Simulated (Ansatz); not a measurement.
Consider the redistribution: `[SiH3][SiH2]S[SiH3]` + `COB(F)S` → `FB(S)O[SiH3]` + `C[SiH2]S[SiH3]`.

Program: Ansatz. Geometries: PBE0-D4/def2-TZVP. ΔE: electronic, gas phase. CCSD(T)/CBS adds triple-zeta CCSD(T) − MP2 to the extrapolated MP2 energy (def2 sets, frozen cores). This one scheme is used for every species. DFT in def2-TZVPP. B3LYP here is the variant with VWN-RPA as its local correlation; programs differ in this. Each species was taken in one conformer, which may not be the lowest.

```json
{"level": "r2SCAN-D4", "ΔE (kJ/mol)": "-179.4", "difference from CCSD(T)/CBS": "6.1"}
{"level": "B3LYP-D4", "ΔE (kJ/mol)": "-178.0", "difference from CCSD(T)/CBS": "7.5"}
{"level": "ωB97M-V", "ΔE (kJ/mol)": "-186.6", "difference from CCSD(T)/CBS": "-1.1"}
{"level": "B2PLYP", "ΔE (kJ/mol)": "-186.2", "difference from CCSD(T)/CBS": "-0.7"}
{"level": "PBE", "ΔE (kJ/mol)": "-158.1", "difference from CCSD(T)/CBS": "27.4"}
{"level": "r2SCAN", "ΔE (kJ/mol)": "-179.8", "difference from CCSD(T)/CBS": "5.7"}
{"level": "B3LYP", "ΔE (kJ/mol)": "-178.8", "difference from CCSD(T)/CBS": "6.7"}
{"level": "HF/def2-TZVPP", "ΔE (kJ/mol)": "-197.3", "difference from CCSD(T)/CBS": "-11.8"}
{"level": "MP2/def2-TZVPP", "ΔE (kJ/mol)": "-197.2", "difference from CCSD(T)/CBS": "-11.7"}
{"level": "SCS-MP2/def2-TZVPP", "ΔE (kJ/mol)": "-194.1", "difference from CCSD(T)/CBS": "-8.6"}
{"level": "CCSD/def2-TZVPP", "ΔE (kJ/mol)": "-185.4", "difference from CCSD(T)/CBS": "0.1"}
{"level": "CCSD(T)/def2-TZVPP", "ΔE (kJ/mol)": "-182.7", "difference from CCSD(T)/CBS": "2.8"}
{"level": "MP2/def2-QZVPP", "ΔE (kJ/mol)": "-199.5", "difference from CCSD(T)/CBS": "-14.0"}
{"level": "HF/CBS(def2)", "ΔE (kJ/mol)": "-199.7", "difference from CCSD(T)/CBS": "-14.2"}
{"level": "MP2/CBS(def2)", "ΔE (kJ/mol)": "-199.9", "difference from CCSD(T)/CBS": "-14.4"}
{"level": "CCSD/CBS(def2)", "ΔE (kJ/mol)": "-188.2", "difference from CCSD(T)/CBS": "-2.7"}
{"level": "CCSD(T)/CBS", "ΔE (kJ/mol)": "-185.5", "difference from CCSD(T)/CBS": "0"}
```

Largest T1 diagnostic among the species: 0.013.

From PBE to PBE0 (25 % exact exchange), in def2-TZVPP and without D4, ΔE moves by −9.5 kJ/mol.

CCSD(T)/CBS has its own doubt, a few kJ/mol and more with outer-core shells, so smaller differences from it don't rank the levels.
